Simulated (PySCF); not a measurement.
Species: CH9B2P.
Numbering: `[BH2:1][PH2+:2][BH2-:3][CH3:4]` (hydrogens: H5, H6 on B1; H7, H8 on P2; H9, H10 on B3; H11, H12, H13 on C4)

Level: PBE0/pcSseg-1 and PBE0/def2-SVPD in PySCF, non-relativistic, on one gas-phase PBE0-D3(BJ)/def2-SVP geometry that isn't relaxed in the solvent. The solvent is an IEF-PCM continuum (cavity from Bondi-type radii × 1.2). Only the electrostatic response of the medium enters.

Gas phase at PBE0/pcSseg-1: HOMO -7.92 eV, LUMO -2.85 eV, dipole 3.93 D.

Q: What does the continuum do to the energy, the frontier levels and the dipole at PBE0/pcSseg-1 in chloroform and acetonitrile?

A: 
```csv
solvent,ε,E(solvent) − E(gas) (kcal/mol),polarisation term (kcal/mol),distortion of the solute (kcal/mol),HOMO (eV),LUMO (eV),dipole (D)
chloroform,4.711,-3.91,-4.68,0.77,-7.96,-2.53,4.92
acetonitrile,35.69,-5.46,-6.99,1.53,-7.97,-2.43,5.32
```

The first energy column is the sum of the next two and covers electrostatics alone. From chloroform to acetonitrile the lowering changes by a factor 1.40, Onsager's factor (ε − 1)/(2ε + 1) by 1.35 and ε itself by 7.6.

Q: Which radius a makes the point-dipole formula ΔE = −[(ε − 1)/(2ε + 1)]·μ²/a³ give the value in acetonitrile, with the gas-phase dipole?

A: μ = 1.545 au and |ΔE| = 0.00870 Eh give a = 2.69 Å; the farthest nucleus lies 2.96 Å from the centroid of the nuclei, so such a sphere wouldn't even hold the nuclei. The formula assumes a rigid point dipole at the centre of a sphere.

Q: Which ESP-fitted charges (PBE0/pcSseg-1) respond most in acetonitrile (means over atoms taken as equivalent)?

A: 
```json
{"atoms": "B1", "environment": "three-coordinate boron", "gas (e)": "+0.144", "solvent (e)": "+0.212", "change": "+0.068"}
{"atoms": "B3", "environment": "four-coordinate boron", "gas (e)": "+0.360", "solvent (e)": "+0.310", "change": "-0.050"}
{"atoms": "P2", "environment": "phosphorus bonded to 2 B and 2 H", "gas (e)": "+0.150", "solvent (e)": "+0.190", "change": "+0.040"}
{"atoms": "H9/H10", "environment": "B–H hydrogen", "gas (e)": "-0.211", "solvent (e)": "-0.238", "change": "-0.027"}
{"atoms": "H5/H6", "environment": "B–H hydrogen", "gas (e)": "-0.042", "solvent (e)": "-0.062", "change": "-0.020"}
{"atoms": "H7/H8", "environment": "P–H hydrogen", "gas (e)": "+0.041", "solvent (e)": "+0.062", "change": "+0.021"}
{"atoms": "C4", "environment": "sp3 carbon bound to boron", "gas (e)": "-0.522", "solvent (e)": "-0.510", "change": "+0.012"}
{"atoms": "H11/H12/H13", "environment": "methyl hydrogen", "gas (e)": "+0.097", "solvent (e)": "+0.092", "change": "-0.005"}
```

Q: Which Mayer bond orders change most in acetonitrile?

A: 
```json
{"bond": "P2–B3", "length (Å)": "2.013", "gas": "0.664", "solvent": "0.736", "change": "+0.072"}
{"bond": "B1–P2", "length (Å)": "1.893", "gas": "1.008", "solvent": "0.997", "change": "-0.011"}
{"bond": "B3–H10", "length (Å)": "1.227", "gas": "0.950", "solvent": "0.957", "change": "+0.007"}
{"bond": "P2–H8", "length (Å)": "1.416", "gas": "0.911", "solvent": "0.915", "change": "+0.004"}
{"bond": "B3–H9", "length (Å)": "1.225", "gas": "0.947", "solvent": "0.950", "change": "+0.003"}
{"bond": "B3–C4", "length (Å)": "1.610", "gas": "0.988", "solvent": "0.990", "change": "+0.002"}
{"bond": "P2–H7", "length (Å)": "1.413", "gas": "0.927", "solvent": "0.926", "change": "-0.001"}
{"bond": "C4–H12", "length (Å)": "1.103", "gas": "0.970", "solvent": "0.969", "change": "-0.001"}
```

Q: How do the nuclear quadrupole coupling constants eQVzz/h respond in acetonitrile?

A: 
```csv
nucleus,Q (barn),gas (MHz),solvent (MHz),η gas,η solvent
11B at B1,0.04059,5.80,5.88,0.20,0.20
11B at B3,0.04059,2.73,2.39,0.12,0.16
```

Gas phase at PBE0/def2-SVPD: HOMO -7.91 eV, LUMO -2.83 eV, dipole 3.71 D.

Q: What does the continuum do to the energy, the frontier levels and the dipole at PBE0/def2-SVPD in chloroform and acetonitrile?

A: 
| solvent | ε | E(solvent) − E(gas) (kcal/mol) | polarisation term (kcal/mol) | distortion of the solute (kcal/mol) | HOMO (eV) | LUMO (eV) | dipole (D) |
| --- | --- | --- | --- | --- | --- | --- | --- |
| chloroform | 4.711 | -3.60 | -4.37 | 0.77 | -7.93 | -2.54 | 4.74 |
| acetonitrile | 35.69 | -5.06 | -6.62 | 1.56 | -7.94 | -2.44 | 5.17 |

The atom shares or the degeneracy of the HOMO differ from the gas phase in acetonitrile, so that column needn't follow one orbital.

Q: How does the static polarisability (PBE0/def2-SVPD, frozen core, with the continuum's full static response) change?

A: 
| medium | isotropic (au) | principal values (au) | ⟨r²⟩ of the electrons (bohr²) |
| --- | --- | --- | --- |
| gas | 76.4 | 65.1, 71.7, 92.5 | 517.3 |
| chloroform | 95.0 | 82.6, 89.4, 112.9 | 517.6 |
| acetonitrile | 103.9 | 92.1, 97.9, 121.5 | 517.8 |

The isotropic value in acetonitrile is 1.36 times the gas-phase one; no cavity-field correction is applied. ⟨r²⟩ is taken about the centre of nuclear charge.

The values belong to the conformer `[BH2:1][PH2+:2][BH2-:3][CH3:4]`: B1–P2–B3–C4 64°.
